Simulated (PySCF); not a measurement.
CaO₂, SMILES [O]1[O][Ca]1.

Geometry optimised at PBE0-D3(BJ)/def2-TZVP.

The numbers are results of TDDFT-PBE/def2-TZVPD run with PySCF 2.14.0, not measurements.

Vertical excitations. Gas-phase values at a fixed geometry. State labels are in the subgroup C2v.

| state | symmetry | energy (eV) | λ (nm) | f | main pairs |
|---|---|---|---|---|---|
| S1 | A2 | 0.55 | 2267 | 0.000 | HOMO→LUMO 100 % |
| S2 | B2 | 1.39 | 891 | 0.001 | HOMO−1→LUMO 100 % |
| S3 | B1 | 2.22 | 559 | 0.014 | HOMO→LUMO+1 100 % |
| S4 | B2 | 2.26 | 549 | 0.012 | HOMO→LUMO+2 100 % |
| S5 | A2 | 2.74 | 453 | 0.000 | HOMO→LUMO+3 99 % |
| S6 | A1 | 3.06 | 405 | 0.006 | HOMO−1→LUMO+1 98 % |
| S7 | A2 | 3.10 | 400 | 0.000 | HOMO−1→LUMO+2 99 % |
| S8 | A2 | 3.43 | 361 | 0.000 | HOMO→LUMO+4 100 % |
| S9 | B2 | 3.58 | 347 | 0.006 | HOMO−1→LUMO+3 99 % |
| S10 | A1 | 3.94 | 315 | 0.001 | HOMO→LUMO+5 50 %, HOMO−2→LUMO 48 % |
| T1 | A2 | 0.49 | 2508 | 0 | HOMO→LUMO 100 % |
| T2 | B2 | 1.28 | 969 | 0 | HOMO−1→LUMO 100 % |
| T3 | B1 | 2.12 | 585 | 0 | HOMO→LUMO+1 100 % |
| T4 | B2 | 2.23 | 557 | 0 | HOMO→LUMO+2 100 % |
Triplets are in the Tamm–Dancoff approximation, which puts them higher than full response would, so one can lie above its singlet here.
